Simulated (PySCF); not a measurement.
Ligands exchanged one at a time, Ga Cl-CH3. All species are isolated molecules in the gas phase. Strings in code marks are SMILES.

Computed with ωB97X-D3(BJ)/def2-TZVP // B3LYP-D3(BJ)/def2-TZVP (PySCF). Excitations are Tamm–Dancoff values on a coarser integration grid. The basis has no diffuse functions, so Rydberg states are missing or too high.

```tsv
species	S1–T1 gap (TDA) (eV)	S1 oscillator strength
0 of 3 Cl replaced by CH3 (`[Cl][Ga]([Cl])[Cl]`)	0.42	0.000
1 of 3 Cl replaced by CH3	0.28	0.004
2 of 3 Cl replaced by CH3 (`[CH3][Ga]([CH3])[Cl]`)	…	0.000
3 of 3 Cl replaced by CH3 (`[CH3][Ga]([CH3])[CH3]`)	0.28	…
```

Problem. What belongs in the gaps?

Solution. 
- 2 of 3 Cl replaced by CH3 (`[CH3][Ga]([CH3])[Cl]`), S1–T1 gap (TDA) (eV): 0.25
- 3 of 3 Cl replaced by CH3 (`[CH3][Ga]([CH3])[CH3]`), S1 oscillator strength: 0.000
